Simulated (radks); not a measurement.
Radial electron density D(r) = 4 pi r^2 rho(r) of an atom or ion with 35 electrons. Method: Dirac Kohn-Sham, XLYP, spin-unpolarised, spherical densities, point nucleus; computed with a radial shooting solver on a logarithmic mesh with Libxc functionals.

```
   r/bohr * D(r) (the largest magnitude, 51.8, reaches the edge; | marks zero)
 0.003759 |    *
 0.004974 |        *
 0.006634 |            *
 0.008778 |                   *
  0.01171 |                           *
  0.01549 |                                   *
  0.02066 |                                           *
  0.02734 |                                               *
  0.03617 |                                             *
  0.04824 |                                         *
  0.06383 |                                       *
  0.08514 |                                             *
   0.1126 |                                                      *
   0.1502 |                                                      *
   0.1988 |                                         *
    0.263 |                               *
   0.3508 |                                   *
   0.4642 |                                      *
   0.6191 |                          *
   0.8191 |           *
    1.093 |     *
    1.446 |    *
    1.913 |   *
    2.551 | *
    3.375 |*
    4.502 *
    5.957 *
    7.945 *
    10.51 *
```

What is the nuclear charge?

Answer. Z = 36. The innermost maximum, from 1s, lies near gamma/Z bohr with gamma = sqrt(1 - (Z/c)^2) = 0.965, here 0.0268 bohr (found: 0.0291), and its height grows with Z. The density is that of the krypton ion Kr+ in [Ar] 3d10 4p5 4d2; the configuration itself is not fixed sharply by these data, and Z only to about a unit. D(r) has 3 maxima, at r = 0.0291, 0.130, 0.432 bohr, and minima at 0.0604, 0.274 bohr, inside which lie 2.08, 11.04 electrons.
